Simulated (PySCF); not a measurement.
C₂H₅NSeSi, SMILES N#C[SiH2]C[SeH] (PBE/def2-SVP optimised geometry):

```
10

N      2.828    -0.792     0.001
C      1.655    -0.832     0.000
Si    -0.219    -0.832     0.000
C     -0.847     0.949     0.000
Se    -2.828     0.955    -0.069
H     -0.663    -1.565     1.227
H     -0.648    -1.552    -1.243
H     -0.591     1.448     0.957
H     -0.430     1.565    -0.821
H     -2.904     0.354    -1.427
```

Method: PBE/def2-TZVP (PySCF).

Task: What are the frontier orbital energies and the dipole moment?

Result: HOMO-2 -8.30 eV, HOMO-1 -8.20 eV, HOMO -5.96 eV, LUMO -2.12 eV, LUMO+1 -1.56 eV; dipole moment 3.07 D.

Meta-Löwdin charges at PBE/def2-TZVP: N1 -0.16, C2 -0.15, Si3 0.58, C4 -0.51, Se5 -0.01, H6 -0.06, H7 -0.06, H8 0.15, H9 0.15, H10 0.07.
